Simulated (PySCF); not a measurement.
Input file for PySCF: R-M06-2X/def2-TZVPP on C3H4 (SMILES C1=CC1).

```python
from pyscf import gto, dft

mol = gto.M(
    atom='''
    C    -0.56652300    0.66453003    0.09785290
    C    -0.62891956   -0.60912085   -0.07455659
    C     0.76111182   -0.03528013   -0.01483207
    H    -1.06273633    1.60851060    0.23278677
    H    -1.21516668   -1.50292671   -0.18839620
    H     1.36807193   -0.18568538    0.87663692
    H     1.34426182    0.05997245   -0.92949173
    ''',
    basis='def2-tzvpp',
    charge=0, spin=0, verbose=4, max_memory=1800)
mf = dft.RKS(mol, xc='m062x').density_fit(auxbasis='def2-universal-jkfit')
mf.grids.level = 4
mf.conv_tol = 1e-9
mf.max_cycle = 150
mf.kernel()
mf.dip_moment()
```

The log:

```
PySCF version 2.14.0

[INPUT] verbose = 4
[INPUT] num. atoms = 7
[INPUT] num. electrons = 22
[INPUT] charge = 0
[INPUT] spin (= nelec alpha-beta = 2S) = 0
[INPUT] symmetry False subgroup None
[INPUT] Mole.unit = angstrom
[INPUT] Symbol           X                Y                Z      unit          X                Y                Z       unit  Magmom
[INPUT]  1 C     -0.566523000000   0.664530030000   0.097852900000 AA   -1.070573313267   1.255779758249   0.184915181494 Bohr   0.0
[INPUT]  2 C     -0.628919560000  -0.609120850000  -0.074556590000 AA   -1.188485722782  -1.151071583262  -0.140891535881 Bohr   0.0
[INPUT]  3 C      0.761111820000  -0.035280130000  -0.014832070000 AA    1.438292889969  -0.066669783339  -0.028028550160 Bohr   0.0
[INPUT]  4 H     -1.062736330000   1.608510600000   0.232786770000 AA   -2.008280606325   3.039644502460   0.439903240722 Bohr   0.0
[INPUT]  5 H     -1.215166680000  -1.502926710000  -0.188396200000 AA   -2.296332220897  -2.840119867194  -0.356017220909 Bohr   0.0
[INPUT]  6 H      1.368071930000  -0.185685380000   0.876636920000 AA    2.585281266405  -0.350894513536   1.656603689482 Bohr   0.0
[INPUT]  7 H      1.344261820000   0.059972450000  -0.929491730000 AA    2.540286679509   0.113331505519  -1.756484804748 Bohr   0.0

nuclear repulsion = 64.0005188741582
number of shells = 57
number of NR pGTOs = 202
number of NR cGTOs = 149
basis = def2-tzvpp
ecp = {}


******** <class 'pyscf.df.df_jk.DFRKS'> ********
method = DFRKS
initial guess = minao
damping factor = 0
level_shift factor = 0
DIIS = <class 'pyscf.scf.diis.CDIIS'>
diis_start_cycle = 1
diis_space = 8
diis_damp = 0
SCF conv_tol = 1e-09
SCF conv_tol_grad = None
SCF max_cycles = 150
direct_scf = False
XC library pyscf.dft.libxc version 7.1.2
    S. Lehtola, C. Steigemann, M. J. T. Oliveira, and M. A. L. Marques,  SoftwareX 7, 1–5 (2018)
XC functionals = m062x
    Y. Zhao and D. G. Truhlar,  Theor. Chem. Acc. 120, 215 (2008)
    Y. Zhao and D. G. Truhlar,  Theor. Chem. Acc. 120, 215 (2008)
radial grids:
    Treutler-Ahlrichs [JCP 102, 346 (1995); DOI:10.1063/1.469408] (M4) radial grids

becke partition: Becke, JCP 88, 2547 (1988); DOI:10.1063/1.454033
pruning grids: <function nwchem_prune>
grids dens level: 4
symmetrized grids: False
atomic radii adjust function: <function treutler_atomic_radii_adjust>
small_rho_cutoff = 0
Set gradient conv threshold to 3.16228e-05
Initial guess from minao.
tot grids = 148656
******** <class 'pyscf.df.df.DF'> ********
auxbasis = def2-universal-jkfit
init E= -117.149091952614
  HOMO = -0.281746388024697  LUMO = -0.0372076444717564  gap/eV = 6.65424
cycle= 1 E= -116.596248319058  delta_E= 0.553  |g|= 0.239  |ddm|= 1.85
  HOMO = -0.284592841555323  LUMO = 0.0571395439411795  gap/eV = 9.29901
cycle= 2 E= -116.605421321985  delta_E= -0.00917  |g|= 0.161  |ddm|= 0.306
  HOMO = -0.317409843781821  LUMO = 0.0347673127484711  gap/eV = 9.58323
cycle= 3 E= -116.611670241514  delta_E= -0.00625  |g|= 0.0338  |ddm|= 0.15
  HOMO = -0.313645103544058  LUMO = 0.0383985107270206  gap/eV = 9.57959
cycle= 4 E= -116.61193847142  delta_E= -0.000268  |g|= 0.00693  |ddm|= 0.0311
  HOMO = -0.312730930939122  LUMO = 0.039348272699975  gap/eV = 9.58056
cycle= 5 E= -116.611947901546  delta_E= -9.43e-06  |g|= 0.00281  |ddm|= 0.00631
  HOMO = -0.312888983941352  LUMO = 0.0390296254070073  gap/eV = 9.57619
cycle= 6 E= -116.611949872005  delta_E= -1.97e-06  |g|= 0.000234  |ddm|= 0.00205
  HOMO = -0.312871398507955  LUMO = 0.0390622760760273  gap/eV = 9.57660
cycle= 7 E= -116.611949891383  delta_E= -1.94e-08  |g|= 3.48e-05  |ddm|= 0.00045
  HOMO = -0.312872799320449  LUMO = 0.0390616131238701  gap/eV = 9.57662
cycle= 8 E= -116.611949891898  delta_E= -5.15e-10  |g|= 5.77e-06  |ddm|= 0.000122
  HOMO = -0.312873913311112  LUMO = 0.0390598985258883  gap/eV = 9.57661
Extra cycle  E= -116.611949891907  delta_E= -9.63e-12  |g|= 3.74e-06  |ddm|= 2.53e-05
converged SCF energy = -116.611949891907
Dipole moment(X, Y, Z, Debye): -0.49210,  0.02280,  0.00958
```

The run converged.

Cost: very roughly 18 core-seconds.
